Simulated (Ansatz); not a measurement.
Program: Ansatz. Geometries: PBE0-D4/def2-TZVP. ΔE: electronic, gas phase. CCSD(T)/CBS adds triple-zeta CCSD(T) − MP2 to the extrapolated MP2 energy (def2 sets, frozen cores). This one scheme is used for every species. Functionals use def2-TZVPP. B3LYP here is the variant with VWN-RPA as its local correlation; programs differ in this. Each species was taken in one conformer, which may not be the lowest.

Consider the cleavage of the Si–Si bond: `B[SiH2][SiH2][SiH3]` + CH₃OH → `B[SiH2]OC` + `[SiH3][SiH3]`.

(1) Is it downhill or uphill in electronic energy at CCSD(T)/CBS, and by how much? (Best estimate.)

(2) What do these levels give: B2PLYP, r2SCAN, B3LYP, r2SCANh, BHLYP, RPA@PBE/def2-TZVPP, HF/def2-SVP, MP2/def2-TZVPP, HF/def2-QZVPP, MP2/def2-QZVPP, HF/CBS(def2), MP2/CBS(def2)? (Estimate.)

Largest T1 diagnostic among the species: 0.014.

## Answers

(1) Ansatz gave: Downhill: ΔE = -0.71 eV.

(2) Ansatz gave: B2PLYP -0.80, r2SCAN -0.65, B3LYP -0.79, r2SCANh -0.66, BHLYP -0.89, RPA@PBE/def2-TZVPP -0.74, HF/def2-SVP -0.90, MP2/def2-TZVPP -0.76, HF/def2-QZVPP -1.07, MP2/def2-QZVPP -0.76, HF/CBS(def2) -1.07, MP2/CBS(def2) -0.75 eV.

Leaving LDA and LC-ωPBE aside and taking each functional with its dispersion term where it has one, the values, not all of them listed here, spread over 0.37 eV, from CAM-B3LYP-D4 to PBE-D4. From PBE to PBE0 (25 % exact exchange), in def2-TZVPP and without D4, ΔE moves by −0.07 eV. At CCSD(T), def2-SVP lies +0.05 eV from the extrapolated value and def2-TZVPP −0.01 eV.
